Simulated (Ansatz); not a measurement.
One change: `[SiH3]N[SiH3]` becomes `F[SiH2]N[SiH3]`.

Ansatz, PBE0-D4/def2-TZVP geometries, multiplicity 1. Each molecule was computed in one conformer, which needn't be the lowest.

```csv
property,`[SiH3]N[SiH3]`
zero-point energy (PBE0-D4/def2-TZVP) / kJ/mol,173.4
size of the dipole moment (B3LYP/def2-TZVPP) / D,0.91
"ideal-gas entropy at 298 K and 1 bar (rigid rotor, harmonic PBE0-D4/def2-TZVP) / J/(mol·K)",336
HOMO energy (PBE/def2-TZVPP) / eV,-6.19
LUMO energy (ωB97M-V/def2-TZVPP) / eV,1.52
vertical ionisation energy (CCSD(T)/CBS(def2)) / eV,9.94
```

Problem. What does the change do to each property? (An estimate is asked.)

Solution. The calculation gave: 
```
                                                                                  property  `F[SiH2]N[SiH3]`  shift
                                            zero-point energy (PBE0-D4/def2-TZVP) / kJ/mol             162.8  -10.6
                                          size of the dipole moment (B3LYP/def2-TZVPP) / D              1.72   0.81
ideal-gas entropy at 298 K and 1 bar (rigid rotor, harmonic PBE0-D4/def2-TZVP) / J/(mol·K)               340      4
                                                         HOMO energy (PBE/def2-TZVPP) / eV             -6.76  -0.57
                                                     LUMO energy (ωB97M-V/def2-TZVPP) / eV              1.59   0.07
                                       vertical ionisation energy (CCSD(T)/CBS(def2)) / eV             10.59   0.65
```

With PBE0 the HOMO falls by 0.61 eV and the LUMO rises by 0.09 eV, so the gap widens by about 0.70 eV. PBE moves the HOMO by -0.57 eV and ωB97M-V by -0.63 eV. Dipoles are sizes alone; their direction can turn. Modes under 60 cm⁻¹, often nearly free rotors, make the harmonic entropy too high.

B3LYP here is the variant with VWN-RPA as its local correlation; programs differ in this.
